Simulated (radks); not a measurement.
Neutral phosphorus, [Ne] 3s2 3p3. Calculated with a radial shooting solver on a logarithmic mesh with Libxc functionals: non-relativistic Kohn-Sham, exchange-only B88, spin-polarised, spherical densities, point nucleus. Every spin shell is full or empty, so the densities are truly spherical. Functionals are evaluated on that one density, not self-consistently. Rank these orbital-free kinetic functionals by their error against the exact value of the orbitals, and give that value: Thomas-Fermi, TF + vW, TF + vW/5, LC94, APBEK, Pearson, LKT, PG1.

Answer. Exact: 340.711 hartree. From best to worst, with 100 (|E| - |E exact|)/|E exact| (equal figures are ties): LC94 +0.18, APBEK +0.31, Pearson -1.60, TF + vW/5 +5.00, Thomas-Fermi -7.38, PG1 +25.44, LKT +31.36, TF + vW +54.52.
